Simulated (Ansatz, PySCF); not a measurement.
Gas-phase reaction in SMILES: CC(C)CCO -> CC(C)[CH]CO + H atom (the C-H bond at the site shown breaks; other sites are not compared here)
Structures are relaxed separately at B3LYP-D3(BJ)/def2-TZVP in Ansatz (a first-principles code), one conformer each, not searched for the lowest.
Geometry of the first species:
```xyz
18

C     -2.0355     0.9496     0.7104
C     -0.9011    -0.0693     0.5970
C     -1.4080    -1.3676    -0.0351
C      0.2782     0.5358    -0.1727
C      1.5162    -0.3390    -0.2177
O      2.5600     0.4114    -0.8379
H     -2.4179     1.2131    -0.2796
H     -1.6967     1.8691     1.1917
H     -2.8682     0.5502     1.2930
H     -0.5554    -0.3002     1.6121
H     -2.2722    -1.7535     0.5096
H     -1.7168    -1.1960    -1.0702
H     -0.6467    -2.1488    -0.0395
H     -0.0304     0.7642    -1.1980
H      0.5608     1.4865     0.2877
H      1.8025    -0.6282     0.8026
H      1.3215    -1.2571    -0.7829
H      3.3400    -0.1469    -0.9143
```
Charge 0, spin multiplicity 1.

Property: bond dissociation energy (0 K, with B3LYP-D3(BJ) harmonic zero-point energies from PySCF), in eV. Cores are frozen in the correlated levels unless marked. Open shells are spin-unrestricted. No spin-orbit coupling. Non-relativistic. CBS marks a two-point X^-3 extrapolation of the correlation energy; Hartree-Fock from the larger set. [CCSD(T)-MP2]/basis is that difference in the basis named.

| level | program | bond dissociation energy (eV) |
|---|---|---|
| HF/cc-pVDZ | Ansatz | 3.12 |
| revPBE-D3(BJ)/def2-TZVPD | Ansatz + dftd3 | 3.96 |
| r2SCAN-D4/def2-TZVPD | Ansatz + dftd4 | 3.97 |
| PBE0/def2-SVP | Ansatz | 4.05 |

Task: Predict the RI-MP2/CBS(cc-pVTZ,cc-pVQZ)+[CCSD(T)-MP2]/cc-pVTZ result (Ansatz).

Result: 4.29 eV, so PBE0/def2-SVP differs from it by -0.24 eV.
